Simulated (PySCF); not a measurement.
Al(OH)2 (AlH2O2), SMILES [OH][Al+][OH], charge +1. The structure is a stationary point at B3LYP-D3(BJ)/def2-TZVP. The multiplicity is an assumed one; other spin states were not compared. The isomer is the one that the SMILES or the coordinates give; other isomers of the formula were not compared. Other conformers were not sampled.

TDDFT-CAM-B3LYP/def2-SVPD in PySCF puts the lowest singlet excitations at 6.04, 6.29, 6.64, 6.74, 8.66, 8.92 eV.

**Question.** What are the lowest excitation roots from ADC(2)/aug-cc-pVDZ run with PySCF? (An estimate is asked for; the answer gives what the named calculation found.)

**Answer.** 5.92, 6.20, 6.58, 6.67, 8.71, 9.17 eV. S1 differs by -0.12 eV (second minus first; roots are paired by order, and the bases may differ).
